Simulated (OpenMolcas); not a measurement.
## Tc2+: moving or changing the point charges

Tc2+ among 6 point charges of -1 e arranged as an octahedron (Oh), 1.91 Å from the ion.

```yaml
Program: OpenMolcas
Method: CASSCF
Basis: ANO-RCC-VDZP [6s5p3d1f]
Scalar_Hamiltonian: DKH2, point nucleus
Active_space: 5 electrons in 5 orbitals (4d)
State_averaging: 2S+1 = 6 even, 1 root; 2S+1 = 4 even, 24 roots; 2S+1 = 2 even, 75 roots
Spin-orbit_coupling: state interaction with AMFI integrals over the reference wave functions
```

Runs around this geometry, states (labels of O, the rotations of Oh). Energies in cm-1 above the lowest state or level, χT in cm3 K/mol; 10Dq and B are least-squares fits to the states below 45000 cm-1, weighted by degeneracy, with a free offset, and given where the rms deviation is under 5 % of |10Dq| (or 100 cm-1) and under 700 cm-1.

| R (Å) | q (e) | Ground state | 10Dq | B (rms of fit) | First gap with spin-orbit (degeneracies) | χT at 300 K | First state of another spin |
| --- | --- | --- | --- | --- | --- | --- | --- |
| 1.91 | -0.8 | 6A1 | 7556 | 801 (187) | 0.1 (2, 4) | 4.376 | 4T1 18413 |
| 1.74 | -1 | 6A1 | 13719 | 792 (443) | 1.0 (2, 4) | 4.364 | 4T1 11762 |
| 1.91 | -1 | 6A1 | 9335 | 799 (264) | 0.3 (2, 4) | 4.374 | 4T1 16479 |
| 1.99 | -1 | 6A1 | 7964 | 799 (218) | 0.2 (2, 4) | 4.375 | 4T1 18038 |

Taking |10Dq| as R^-n, n = -ln(7964 / 13719) / ln(1.99 / 1.74) = 4.1 between the shortest and longest distance. The point-charge formula for a cubic d site gives n = 5.

Scaling the charges by -0.8 / -1 = 0.80 scales |10Dq| by 7556 / 9335 = 0.81; with fixed orbitals a first-order splitting would follow the charge.

Without dynamic correlation the repulsion within the d shell is too large (B by tens of per cent), so at a given field states of lower spin stand too high. Point charges give a weaker field than real ligands, and real ions of this kind are as a rule low spin; the high spin found here belongs to the model. Point charges carry no covalency, so the field is a model and not that of real ligands. No measured value stands beside these numbers.
